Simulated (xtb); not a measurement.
C₂H₆Zn, triplet, from a rough starting geometry (GFN-xTB shapes and energies of metal compounds can be far from the true ones) (a higher spin typed on purpose: for a closed-shell molecule this is an excited state); GFN2-xTB (xtb 6.7.1).

xtb was given this input:
```
$ xtb mol.xyz --gfn 2 --uhf 2 --opt vtight --json

# file mol.xyz
9

Zn    -0.01701550    -0.01820846     0.00025729
C      1.52595318     0.21995401    -1.27772873
H      2.29207620    -0.53812030    -1.15878088
H      2.12037938     1.11565947    -1.08440317
H      1.22762481     0.27875533    -2.29684890
C     -1.60138786    -0.22548734     1.25749602
H     -2.11718209    -1.12248995     1.02770786
H     -2.30067724     0.61382905     1.18034775
H     -1.24729091    -0.24768852     2.31471721
```

Q: Write the output that xtb gives for this input, abridged.

A: 
```
   ID    Z sym.   atoms
    1   30 Zn     1
    2    6 C      2, 6
    3    1 H      3-5, 7-9

           -------------------------------------------------
          |                Calculation Setup                |
           -------------------------------------------------

           -------------------------------------------------
          |                 G F N 2 - x T B                 |
           -------------------------------------------------

          ...................................................
          :                      SETUP                      :
          :.................................................:
          :  # basis functions                  18          :
          :  # atomic orbitals                  18          :
          :  # shells                           12          :
          :  # electrons                        16          :
          :  max. iterations                   250          :
          :  Hamiltonian                  GFN2-xTB          :
          :  restarted?                      false          :
          :  GBSA solvation                  false          :
          :  PC potential                    false          :
          :  electronic temp.          300.0000000     K    :
          :  accuracy                    1.0000000          :
          :  -> integral cutoff          0.2500000E+02      :
          :  -> integral neglect         0.1000000E-07      :
          :  -> SCF convergence          0.1000000E-05 Eh   :
          :  -> wf. convergence          0.1000000E-03 e    :
          :  Broyden damping             0.4000000          :
          :  net charge                          0          :
          :  unpaired electrons                  2          :
          ...................................................

 iter      E             dE          RMSdq      gap      omega  full diag
   1     -7.6607646 -0.766076E+01  0.616E+00    1.26       0.0  T
   2     -7.7392717 -0.785072E-01  0.249E+00    3.06       1.0  T
   3     -7.7464625 -0.719077E-02  0.111E+00    2.89       1.0  T
   4     -7.7465431 -0.805864E-04  0.207E-01    3.04       1.0  T
   5     -7.7465465 -0.337466E-05  0.129E-01    3.06       1.0  T
   6     -7.7466634 -0.116930E-03  0.707E-02    3.06       1.0  T
   7     -7.7466653 -0.186315E-05  0.305E-02    3.06       1.1  T
   8     -7.7466653 -0.811863E-07  0.191E-03    3.06      17.4  T
   9     -7.7466653 -0.130597E-08  0.326E-04    3.06     102.3  T
  10     -7.7466653 -0.776583E-09  0.290E-04    3.06     115.0  T

   *** convergence criteria satisfied after 10 iterations ***

 transition dipole moment (au) for excitation:           8           9
     X       Y       Z
   1.5650   0.2214  -1.2715  total (au/Debye):    2.029   5.156
 dE (eV)             :    5.539
 oscillator strength :  0.78969E+00

         :::::::::::::::::::::::::::::::::::::::::::::::::::::
         ::                     SUMMARY                     ::
         :::::::::::::::::::::::::::::::::::::::::::::::::::::
         :: total energy              -7.634065585080 Eh    ::
         :: gradient norm              0.138641917916 Eh/a0 ::
         :: HOMO-LUMO gap              3.055475449959 eV    ::
         ::.................................................::
         :: SCC energy                -7.746663893827 Eh    ::
         :: -> isotropic ES            0.020258393359 Eh    ::
         :: -> anisotropic ES          0.002971405498 Eh    ::
         :: -> anisotropic XC          0.006728406147 Eh    ::
         :: -> dispersion             -0.002924838088 Eh    ::
         :: repulsion energy           0.112598308747 Eh    ::
         :: add. restraining           0.000000000000 Eh    ::
         :: total charge              -0.000000000000 e     ::
         :::::::::::::::::::::::::::::::::::::::::::::::::::::

      -----------------------------------------------------------
     |                   =====================                   |
[...]
 * total energy  :    -7.7262907 Eh     change       -0.4384128E-05 Eh
 * total energy  :    -7.7262950 Eh     change       -0.4318030E-05 Eh
 * total energy  :    -7.7262983 Eh     change       -0.3277792E-05 Eh
 * total energy  :    -7.7263014 Eh     change       -0.3153372E-05 Eh
 * total energy  :    -7.7263038 Eh     change       -0.2317823E-05 Eh
 * total energy  :    -7.7263040 Eh     change       -0.2331219E-06 Eh
 * total energy  :    -7.7263054 Eh     change       -0.1367582E-05 Eh
 * total energy  :    -7.7263063 Eh     change       -0.9052522E-06 Eh
 * total energy  :    -7.7263075 Eh     change       -0.1256657E-05 Eh
 * total energy  :    -7.7263077 Eh     change       -0.1941265E-06 Eh
 * total energy  :    -7.7263079 Eh     change       -0.2180929E-06 Eh
 * total energy  :    -7.7263080 Eh     change       -0.6810339E-07 Eh
   *** GEOMETRY OPTIMIZATION CONVERGED AFTER 62 ITERATIONS ***
         :: total energy              -7.726308009489 Eh    ::
[...]
         3        2.0000           -0.4629379             -12.5972
         4        2.0000           -0.4613916             -12.5551
         5        2.0000           -0.4555089             -12.3950
         6        2.0000           -0.4547011             -12.3730
         7        2.0000           -0.4038327             -10.9888
         8        1.0000           -0.3323845              -9.0446
         9        1.0000           -0.2759122              -7.5080 (HOMO)
        10                         -0.0633626              -1.7242 (LUMO)
        11                          0.0618544               1.6831
        12                          0.1093851               2.9765
        13                          0.2440993               6.6423
        14                          0.2469659               6.7203
        15                          0.2569837               6.9929
        16                          0.2690695               7.3218
        17                          0.2708283               7.3696
        18                          0.2975258               8.0961
      -------------------------------------------------------------
                  HL-Gap            0.2125495 Eh            5.7838 eV
             Fermi-level           -0.2688730 Eh           -7.3164 eV

     #   Z          covCN         q      C6AA      α(0)
     1  30 Zn       1.122     0.152   124.434    21.842
     2   6 C        3.338    -0.174    29.608     8.610
     3   1 H        0.926     0.030     2.586     2.515
     4   1 H        0.926     0.036     2.496     2.471
     5   1 H        0.926     0.032     2.561     2.503
     6   6 C        3.338    -0.174    29.608     8.610
     7   1 H        0.926     0.030     2.586     2.515
     8   1 H        0.926     0.036     2.497     2.471
     9   1 H        0.926     0.032     2.561     2.502

 Mol. C6AA /au·bohr⁶  :        989.357454
 Mol. C8AA /au·bohr⁸  :      35824.779899
 Mol. α(0) /au        :         54.038626

Wiberg/Mayer (AO) data.
largest (>0.10) Wiberg bond orders for each atom

 ---------------------------------------------------------------------------
     #   Z sym  total        # sym  WBO       # sym  WBO       # sym  WBO
 ---------------------------------------------------------------------------
     1  30 Zn   1.031 --     6 C    0.471     2 C    0.471
     2   6 C    3.524 --     4 H    0.986     5 H    0.982     3 H    0.977
                             1 Zn   0.471     6 C    0.102
     3   1 H    0.999 --     2 C    0.977
     4   1 H    0.999 --     2 C    0.986
     5   1 H    0.999 --     2 C    0.982
     6   6 C    3.524 --     8 H    0.986     9 H    0.982     7 H    0.977
                             1 Zn   0.471     2 C    0.102
     7   1 H    0.999 --     6 C    0.977
     8   1 H    0.999 --     6 C    0.986
     9   1 H    0.999 --     6 C    0.982
 ---------------------------------------------------------------------------

Topologies differ in total number of bonds
Writing topology from bond orders to xtbtopo.mol

molecular dipole:
                 x           y           z       tot (Debye)
 q only:        0.115      -0.393       0.071
   full:        0.008      -0.029       0.005       0.077
molecular quadrupole (traceless):
                xx          xy          yy          xz          yz          zz
 q only:       -0.990      -0.694       1.751       0.923      -0.225      -0.761
  q+dip:       -0.073       0.049      -0.028       0.282       0.114       0.101
   full:        0.159       0.460      -0.809       0.609       0.484       0.650

optimized geometry written to: xtbopt.xyz

           -------------------------------------------------
          | TOTAL ENERGY               -7.726308009489 Eh   |
          | GRADIENT NORM               0.000063122675 Eh/α |
          | HOMO-LUMO GAP               5.783766919851 eV   |
           -------------------------------------------------

normal termination of xtb
```
